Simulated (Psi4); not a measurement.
Approach curve of the dimer O2S ··· H2Se (SMILES O=S=O and [SeH2]). Monomers: optimised at B3LYP-D3(BJ) (def2-TZVP), held rigid. Orientation: lowest of the rigid-body minima from ten starts at GFN2-xTB. The monomers approach along the line of their centres of mass (distance R); nothing else relaxes.

Levels: PBE/def2-TZVP, counterpoise-corrected (Psi4); PBE-D3(BJ)/def2-TZVP, counterpoise-corrected (Psi4); SAPT0/jun-cc-pVDZ, frozen core (Psi4).

Interaction energies in kJ/mol; the last columns give the difference from SAPT0:

| R / Å | PBE/def2-TZVP | PBE-D3(BJ)/def2-TZVP | SAPT0/jun-cc-pVDZ | PBE/def2-TZVP − SAPT0/jun-cc-pVDZ | PBE-D3(BJ)/def2-TZVP − SAPT0/jun-cc-pVDZ |
|---|---|---|---|---|---|
| 3.56 | 51.44 | 46.34 | 51.57 | -0.13 | -5.23 |
| 3.76 | 22.14 | 17.36 | 18.50 | 3.65 | -1.14 |
| 3.93 | 9.10 | 4.73 | 4.38 | 4.72 | 0.36 |
| 4.13 | 1.40 | -2.45 | -3.26 | 4.66 | 0.81 |
| 4.35 | -2.08 | -5.36 | -6.00 | 3.93 | 0.64 |
| 4.62 | -3.17 | -5.81 | -6.07 | 2.90 | 0.26 |
| 4.94 | -2.86 | -4.83 | -4.85 | 1.98 | 0.02 |
| 5.46 | -1.79 | -2.94 | -2.96 | 1.18 | 0.03 |
| 6.15 | -0.85 | -1.40 | -1.56 | 0.71 | 0.16 |
| 7.12 | -0.36 | -0.56 | -0.74 | 0.38 | 0.18 |
| 8.44 | -0.16 | -0.23 | -0.33 | 0.17 | 0.10 |

PBE/def2-TZVP is furthest from SAPT0/jun-cc-pVDZ at 3.93 (4.72 kJ/mol, above); its mean absolute difference over the points is 2.22 kJ/mol.

PBE-D3(BJ)/def2-TZVP is furthest from SAPT0/jun-cc-pVDZ at 3.56 (-5.23 kJ/mol, below); its mean absolute difference over the points is 0.81 kJ/mol.
